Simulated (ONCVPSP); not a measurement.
Plane-wave convergence, ONCV potential for vanadium (V)

ONCVPSP 4.0.1 input, shortened (lines: element, Z, core and valence counts, functional; n l f; lmax; l rc ep ncon nbas qcut; lloc lpopt rc5 dvloc0; l nproj debl; icmod fcfact rcfact), PBE, scalar-relativistic:

```
  V 23.00    3    4        4      upf
    1    0    2.00
    2    0    2.00
    2    1    6.00
    3    0    2.00
    3    1    6.00
    3    2    3.00
    4    0    0.50
    2
    0    1.50    0.00    4    7    6.70
    1    1.65    0.00    3    7   10.10
    2    1.45    0.00    3    7   12.50
    4    5    1.10    4.00
    0    2    3.10
    1    2    1.10
    2    2    2.35
    2    0.70    0.85
```

In the p channel the program set the typed energies aside and used -2.057, 0.250 Ha.

Problem. For each optimised wave give the share of its norm inside rc, the residual kinetic energy above qcut (Ha) and the cutoffs (Ha) for errors of 10, 1, 0.1 and 0.01 mHa per electron.

Solution.

```csv
wave,norm inside rc,residual KE,10 mHa,1 mHa,0.1 mHa,0.01 mHa
3s,0.926,1.1e-04,10.5,18.0,23.6,54.6
4s,0.056,9.6e-05,5.5,16.5,22.6,57.3
3p,0.924,1.3e-09,18.0,23.6,28.6,33.0
p projector 2,0.049,1.9e-10,13.1,19.3,24.8,29.9
3d,0.642,9.1e-09,39.8,49.6,57.5,64.1
d projector 2,0.076,4.1e-08,38.9,50.2,58.8,66.0
```

The occupied waves need 50 Ha and 58 Ha for 1 and 0.1 mHa.
